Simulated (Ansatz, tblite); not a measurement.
Cost and result up the ladder for Sn(OEt)H3 (C2H8OSn) (12 atoms). The state is a singlet with charge 0. Geometry: B3LYP-D4/def2-SVP.

Cartesian coordinates in Å:
```
Sn 1.918 0.863 0.904
O 0.008 0.598 0.366
C -0.383 -0.512 -0.412
C -1.887 -0.457 -0.628
H 0.131 -0.519 -1.398
H -0.118 -1.472 0.083
H -2.231 -1.309 -1.237
H -2.412 -0.481 0.340
H -2.164 0.477 -1.142
H 1.872 2.322 1.797
H 2.868 0.982 -0.528
H 2.397 -0.492 1.854
```

Ansatz on 4 threads of Intel Xeon on a shared host; xTB runs through tblite on one thread. Times are rough, summed over both states, and most runs start from the orbitals of an earlier one. PBE0-D4/def2-TZVP serves as the yardstick here, not as an exact answer. The other state is a triplet.

In the def2 sets Sn takes a core potential; there is no spin–orbit coupling. The xTB rows come from tblite.

xTB has no spin-polarisation term.

```
                            level  functions  vertical triplet (eV)  difference from PBE0-D4/def2-TZVP (eV)
                         GFN2-xTB         29                   5.72                                    0.55
r2SCAN-D4/def2-TZVP (with forces)        191                   5.06                                   -0.12
                         GFN1-xTB         37                   6.97                                    1.80
                PBE0-D4/def2-TZVP        191                   5.17                                    0.00
                 PBE-D4/def2-TZVP        191                   4.90                                   -0.27
```

Question: Estimate how long each takes.

Answer: GFN2-xTB 0.015 s; GFN1-xTB 0.024 s; PBE-D4/def2-TZVP 5.5 s; r2SCAN-D4/def2-TZVP (with forces) 8.8 s; PBE0-D4/def2-TZVP 11 s. On shared hardware such times vary by a factor of up to 3.
